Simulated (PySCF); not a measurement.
**Cadmium: a sound run and one with changed settings**

Sound run: Cd⁺ [Kr] 4d10 5s1, Cd²⁺ [Kr] 4d10. Computed with PySCF 2.14 in def2-SVP with the def2 core potential (28 electrons), with scalar relativity through the core potential. In the sound run the correlated levels freeze 4s2 4p6 outside the core potential. The sound run starts from symmetry-adapted Hartree-Fock orbitals and uses a fine grid where one is needed.

Changed run: a valence shell is frozen. This setting is unsound on purpose.

Ionisation energy of Cd⁺:

| method | sound run (eV) | changed run (eV) |
| --- | --- | --- |
| UHF | 15.588 | 15.588 |
| MP2 | 16.298 | 15.588 |
| SCS-MP2 | 16.185 | 15.588 |
| CCSD | 16.242 | 15.588 |
| CCSD(T) | 16.271 | 15.588 |
| CCSDT | n/a | 15.588 |
| FCI | n/a | 15.588 |

Freezing a valence shell removes pair correlation that changes on ionisation.

For comparison, NIST gives 16.908 eV between the lowest levels.
